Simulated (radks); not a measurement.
The numbers below are computed, except where a source is named.
Task: These are the eigenvalues of the occupied orbitals of an atom or ion with whole-number occupations (eV). Level of theory: scalar-relativistic Kohn-Sham, revPBE, spin-polarised, spherical densities, point nucleus (a radial shooting solver on a logarithmic mesh with Libxc functionals).

1s up: -11719.91
1s down: -11719.80
2s up: -1486.464
2s down: -1486.420
2p up: -1303.148
2p down: -1303.051
3s up: -190.0186
3s down: -189.8914
3p up: -133.3337
3p down: -133.1862
3d up: -40.3003
3d down: -40.0520
4s up: -15.1677
4s down: -12.7499
4p up: -5.8989

Which element is it, and in what charge state? The configuration may be excited. Open shells, if any, are filled with parallel spins first.

Result: Z = 33, arsenic, charge 0: As in [Ar] 3d10 4s2 4p3. The list shows which subshells hold electrons but not how many an open one holds; the 1s level, -430.7 hartree, gives Z - s = 29.3 by -(Z - s)^2/2, which with screening and relativity narrows Z to a few neighbours, and the depths of the outer levels then fix element, charge and occupations together.
